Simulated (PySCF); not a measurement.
Compound: TMS-CBrF2, C4H9BrF2Si.
SMILES with atom numbers: `[CH3:1][Si:2]([CH3:3])([CH3:4])[C:5]([F:6])([F:7])[Br:8]` (hydrogens: H9, H10, H11 on C1; H12, H13, H14 on C3; H15, H16, H17 on C4)

A GFN2-xTB structure was refined with PySCF 2.14.0, PBE0-D3(BJ)/def2-SVP geometry optimisation, gas phase. Its GFN2-xTB values:

```
coordinate  GFN2-xTB
    C1–Si2   1.868 Å
     C1–H9   1.069 Å
    Si2–C5   1.970 Å
     C5–F6   1.343 Å
    C5–Br8   1.986 Å
 C1–Si2–C3    113.7°
 C1–Si2–C4    114.9°
 C1–Si2–C5    104.1°
 Si2–C5–F6    112.5°
Si2–C5–Br8    113.1°
 C4–Si2–C5    102.5°
  F6–C5–F7    104.7°
 F6–C5–Br8    107.1°
```

Problem. How do these coordinates change at the PBE0-D3(BJ)/def2-SVP level?

Solution. 
```csv
coordinate,PBE0-D3(BJ)/def2-SVP (Å or °),change
Si2–C5,1.937,-0.033
C1–H9,1.100,+0.031
C5–Br8,1.976,-0.010
C5–F6,1.344,+0.001
C1–Si2,1.869,+0.001
C1–Si2–C5,107.0,+2.9
C1–Si2–C4,112.1,-2.8
F6–C5–F7,107.0,+2.3
C4–Si2–C5,104.6,+2.1
Si2–C5–Br8,111.4,-1.7
Si2–C5–F6,111.6,-0.9
C1–Si2–C3,113.4,-0.3
F6–C5–Br8,107.4,+0.3
```

The energy falls by 3.0 kcal/mol over 10 energy and gradient evaluations, the largest force component goes from 0.0245 to 2.3e-04 Eh/bohr, and the atoms move by 0.052 Å rms after alignment. Among the bonds, Si2–C3 and Si2–C5 change most and about equally (-0.033 Å). Bonds longer at the end by more than 0.005 Å: 6 of 16; shorter: 7. Rotational constants go from 1582, 794.1, 722.3 to 1604, 805.2, 734.0 MHz.

The run used 179 basis functions and 60 SCF cycles in all. The run took 3.1 min on one thread of an Arm Neoverse V1, shared host, and the process peaked at 0.80 GiB of memory.

No PBE0-D3(BJ)/def2-SVP frequencies stand behind this structure, so it isn't proved a minimum.

Shape of the structure used: `[CH3:1][Si:2]([CH3:3])([CH3:4])[C:5]([F:6])([F:7])[Br:8]`: C1–Si2–C5–F6 179°.
